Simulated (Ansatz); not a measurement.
Ansatz (a first-principles code) input:
A basis named .json is the Basis Set Exchange file of that set.

Ansatz 0.2 input:
```yaml
crystal:
  periodic: [false, false, false]
  atoms:
    - {symbol: Ta, position_ang: [0.08377737, 0.15091545, 0.05662965]}
    - {symbol: O, position_ang: [1.29835533, -0.89852219, -0.45810981]}
    - {symbol: F, position_ang: [-0.82470385, -0.77739098, 1.34254634]}
    - {symbol: F, position_ang: [-1.00891733, 0.35198536, -1.39466697]}
basis:
  gaussian:
    orbitals: def2-TZVPPD.json
    fitting: {mean_field: def2-universal-jkfit, correlation: def2-TZVPPD-RIFIT.json}
total_charge: 2
magnetization: {spin_polarized: true, initial_magnetization: 1}
correlation: {method: mp2, electrons: outside_noble_gas}
```

Problem. What final total energy does it print?

Solution. -330.30437 Eh (RI-MP2/def2-TZVPPD). The basis has 179 functions.

This state (charge 2, doublet) is run at the relaxed geometry of the species with charge 1 and multiplicity 1.
